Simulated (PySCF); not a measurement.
Geometry (Å), atoms numbered from 1 in this order:
```xyz
18

Al    0.057    0.142    0.046
C     1.964    0.201    0.477
C     2.621   -1.131    0.841
H     2.090    0.929    1.302
H     2.488    0.673   -0.375
H     3.686   -1.014    1.100
H     2.126   -1.610    1.701
H     2.568   -1.853    0.010
C    -1.025    1.630   -0.621
C    -2.450    1.283   -1.053
H    -0.475    2.121   -1.445
H    -1.043    2.397    0.179
H    -3.024    2.174   -1.356
H    -2.459    0.587   -1.907
H    -3.015    0.791   -0.245
N    -0.800   -1.412    0.315
C    -1.394   -2.443    0.475
O    -1.972   -3.448    0.633
```

[PySCF 2.14: geometry: PBE0-D3(BJ)/def2-SVP; shielding tensors at B3LYP/pcSseg-1 (pcSseg-2 on Al) (GIAO); relativity neglected; a single conformation; fast rotation and ring inversion assumed for equivalent nuclei; no solvent model]

References, each an isolated molecule treated in the same way: TMS for ¹³C and ¹H; ²⁷Al vs [Al(H2O)6]3+; ¹⁵N against NH3; ¹⁷O against H2O.

```json
{"atoms": "N16", "nucleus": "¹⁵N", "count": "1", "δ (ppm)": "62.8"}
{"atoms": "H6/H7/H8/H13/H14/H15", "nucleus": "¹H", "count": "6", "δ (ppm)": "1.15"}
{"atoms": "Al1", "nucleus": "²⁷Al", "count": "1", "δ (ppm)": "241.5"}
{"atoms": "C17", "nucleus": "¹³C", "count": "1", "δ (ppm)": "128.8"}
{"atoms": "C3/C10", "nucleus": "¹³C", "count": "2", "δ (ppm)": "?"}
{"atoms": "O18", "nucleus": "¹⁷O", "count": "1", "δ (ppm)": "138.7"}
{"atoms": "H4/H5/H11/H12", "nucleus": "¹H", "count": "4", "δ (ppm)": "0.15"}
{"atoms": "C2/C9", "nucleus": "¹³C", "count": "2", "δ (ppm)": "?"}
```

Task: Fill in the missing shifts.

Result: 
- C3/C10: 10.5 ppm, carbon bonded to C, 3 H
- C2/C9: 4.0 ppm, carbon bonded to C, Al, 2 H

Shifts are as computed, not scaled to solution data. Of 1309 compounds with measured shifts, 239 miss one by over three times the rms of a fit or turn the order of signals round; such compounds aren't used in these exercises. Experimental scales use liquid or dissolved standards, which lie at an offset from isolated NH3 (liquid NH3: subtract about 20 ppm) and H2O (liquid H2O: subtract about 36 ppm).
